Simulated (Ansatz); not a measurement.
A structure relaxed at PBE-D4/def2-SVP in Ansatz, charge 0, singlet:

```xyz
9

Zn    2.3814    1.4581    0.3004
Zn    1.5002   -1.3590    0.3213
Zn   -0.5156    1.9284   -0.0973
Zn   -3.8722   -2.2022   -0.7870
Zn   -1.5955   -1.0042   -0.1758
Te    3.0482   -0.2757    1.9525
Te    0.0577   -2.4556   -1.3822
Te    1.3513    2.9838   -1.3715
Te   -2.3554    0.9265    1.2395
```

Give its formula.

Zn₅Te₄ (the lowest singlet isomer of a short search).

Summarise the bond lengths by kind (pairs closer than 1.2 times the sum of covalent radii, bridged metal pairs left out).

8 × Te–Zn 2.49 to 2.51 Å; 1 × Zn–Zn 2.64 Å.

In the def2 sets Te takes a core potential; there is no spin–orbit coupling. The structure comes from a short search, and lower isomers may exist.
